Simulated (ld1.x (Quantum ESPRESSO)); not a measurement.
## W: one change to a TM semilocal potential, before and after

```
Element                 : W (Z = 74)
Generator               : ld1.x (Quantum ESPRESSO) 7.5
Type                    : norm-conserving Troullier–Martins (semilocal form)
Functional              : PBE
Relativity              : non-relativistic
Frozen core             : [Kr] 4d10 4f14
Valence charge          : 14
Reference configuration : 5s2 5p6 5d4 6s0 6p0 (charge +2)
Partial waves           : 5s (bound): rc 1.35 bohr; 5p (bound): rc 1.90 bohr; 5d (bound): rc 1.85 bohr
Local potential         : the d channel
Core correction         : a·sin(br)/r model core inside 0.90 bohr
```

Change: wave 5s (bound): rc 1.35 bohr becomes 5s (bound): rc 1.10 bohr.

Cutoffs: the cutoffs (Ry, on a coarse ladder) from which the occupation-weighted sum of valence levels, in a spherical-Bessel basis at the reference potential, stays within 10 and 1 mRy of its value at 400 Ry; they do not see the model core or the augmentation charge, which bear on the density cutoff. Errors are all-electron minus pseudo energies relative to the spin-unpolarised reference configuration.

**Question.** Predict the effect on cutoff, ghosts and configuration errors.

**Answer.** The potential gets harder (80 Ry and 140 Ry → 90 Ry and 160 Ry); of the 7 tests that both files solve, the error grows in 0 and shrinks in 6 by more than 15 % and 0.3 meV (median size 200.2 → 103.2 meV); neither file shows a bound ghost. A smaller radius makes the pseudo-wave follow the all-electron one further in, where it bends more sharply, so more plane waves are needed. Less of the atom is replaced, so other configurations are described better. A semilocal file is local in each channel, so a ghost entry of none says nothing of the separable form that plane-wave codes build from it.

| quantity | base | changed |
| --- | --- | --- |
| cutoff, loose | 80 Ry | 90 Ry |
| cutoff, tight | 140 Ry | 160 Ry |
| loose cutoff by channel (10 mRy a level) | s 70 Ry, p 18 Ry, d 25 Ry | s 80 Ry, p 18 Ry, d 25 Ry |
| bound ghosts | none | none |
| error for 5s2 5p6 5d4 6s2 6p0, meV [ΔE -21.55 eV] | +235 | +121 |
| error for 5s2 5p6 5d4 6s1 6p0, meV [ΔE -13.89 eV] | +151 | +78 |
| error for 5s2 5p6 5d3 6s0 6p0, meV [ΔE 26.15 eV] | -3.4 | -3.3 |
| error for 5s2 5p6 5d5 6s1 6p0, meV [ΔE -22.07 eV] | +96 | +50 |
| error for 5s2 5p6 5d4 6s1.5 6p0, meV [ΔE -18.46 eV] | +200 | +103 |
| error for 5s2 5p6 5d3 6s2 6p0, meV [ΔE -11.24 eV] | +357 | +182 |
| error for 5s1 5p6 5d4 6s2 6p0, meV [ΔE 49.65 eV] | +400 | +196 |
| s: phases at 2.04 bohr within 0.05 rad from the reference energy up to (Ry; the scan ends near 5) | -0.6 | -0.2 |
| p: phases at 2.04 bohr within 0.05 rad from the reference energy up to (Ry; the scan ends near 5) | -0.4 | -0.4 |
| d: phases at 2.04 bohr within 0.05 rad from the reference energy up to (Ry; the scan ends near 5) | 4.0 | 4.0 |
